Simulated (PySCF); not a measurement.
Electric field gradients and quadrupole coupling constants

Species: C₆H₁₁F₂NSi.
Cartesian coordinates in Å at the GFN2-xTB level; atoms count from 1:
```
atom  x, y, z in Å
C1     1.8435    0.0031    1.5887
Si2    1.9844   -0.8194   -0.1071
C3     0.3747   -0.5804   -1.1139
C4    -0.1643    0.8525   -1.3192
C5    -1.4962    0.4465   -0.6620
F6    -2.5465    0.4283   -1.5638
C7    -1.9939    1.2281    0.5507
F8    -0.9710    1.4667    1.4270
C9    -0.9063   -0.9306   -0.4102
N10   -1.4054   -1.8833    0.2232
H11    2.7407   -0.1670    2.1764
H12    1.7030    1.0772    1.5066
H13    0.9987   -0.3866    2.1505
H14    3.0689   -0.2371   -0.9052
H15    2.1848   -2.2687    0.0267
H16    0.4656   -1.1297   -2.0521
H17   -0.2809    1.1623   -2.3555
H18    0.3661    1.6237   -0.7656
H19   -2.7583    0.6486    1.0769
H20   -2.3914    2.1992    0.2365
H21   -0.8250   -2.7165    0.2909
```

Field gradients from the PBE0/pcSseg-1 density (PySCF, non-relativistic), principal values in atomic units, ordered |Vxx| ≤ |Vyy| ≤ |Vzz|:

```tsv
atom	Vxx	Vyy	Vzz
N10	0.3090	0.6543	-0.9633
```

**Question.** Find the asymmetry η = (Vxx − Vyy)/Vzz and the couplings χ = eQV/h (234.96 MHz × Q in barn × V in au), with Q(14N) = 0.02044 b.

**Answer.** 
| atom | environment | nucleus | η | χzz (MHz) | χxx (MHz) | χyy (MHz) |
| --- | --- | --- | --- | --- | --- | --- |
| N10 | imine nitrogen | 14N | 0.36 | -4.626 | 1.484 | 3.142 |

The tensor is traceless: Vxx + Vyy + Vzz = 0.

**Question.** What is Vzz at N10 in SI units (1 au = 9.71736 × 10²¹ V/m²)?

**Answer.** -0.9633 au = -9.360 × 10²¹ V/m².

**Question.** What couplings would deuterons (Q(2H) = 0.00286 b) have in place of the hydrogens, at this geometry?

**Answer.** 
```csv
atom,bonded to,bond length (Å),Vzz (au),η,χzz (kHz)
H11,C1,1.086,0.3255,0.00,219
H12,C1,1.086,0.3233,0.01,217
H13,C1,1.087,0.3211,0.01,216
H14,Si2,1.467,0.1605,0.00,108
H15,Si2,1.469,0.1590,0.01,107
H16,C3,1.091,0.3126,0.02,210
H17,C4,1.088,0.3118,0.01,210
H18,C4,1.087,0.3103,0.02,209
H19,C7,1.094,0.2859,0.08,192
H20,C7,1.095,0.2869,0.07,193
H21,N10,1.018,0.3898,0.04,262
```

Isolated species at its GFN2-xTB geometry (one conformer only). GFN2-xTB bond lengths can be off by several hundredths of an ångström, more for odd bonds, and the gradients follow them. The basis is small and wasn't made for field gradients, so the couplings can be 20 % off.

These values come from a run that also computed NMR shieldings. The run took 74 s of wall time on an Arm Neoverse V1 with one thread (shared host), and the process peaked at 1.1 GiB of memory.
